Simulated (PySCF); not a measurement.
B(CCH)2(OH) (C4H3BO), SMILES C#CB(O)C#C. Geometry: PBE-D3(BJ)/def2-SVP. Other conformers were not sampled.

Method: PBE-D3(BJ)/def2-SVP run with PySCF.

Harmonic wavenumbers (cm⁻¹): 110, 182, 211, 272, 447, 491, 609, 644, 661, 665, 668, 720, 722, 946, 1201, 1339, 2105, 2119, 3393, 3395, 3719. Rotational constants (GHz): 5.771, 2.484, 1.737; symmetry number 1.

### Question
Work out the zero-point energy and the ideal-gas rigid-rotor harmonic-oscillator thermochemistry at 298.15 K and 1 atm.

### Answer
ZPE = ½ Σ hcν = ½ × 24619 cm⁻¹ = 35.19 kcal/mol. H − E(el) = 39.92 kcal/mol. Entropy in cal/(mol K): translation 38.97, rotation 26.96, vibration 13.29, total 79.23. G − E(el) = 16.30 kcal/mol. Cp = 24.96 cal/(mol K). Modes under 150 cm⁻¹ make the vibrational entropy uncertain.
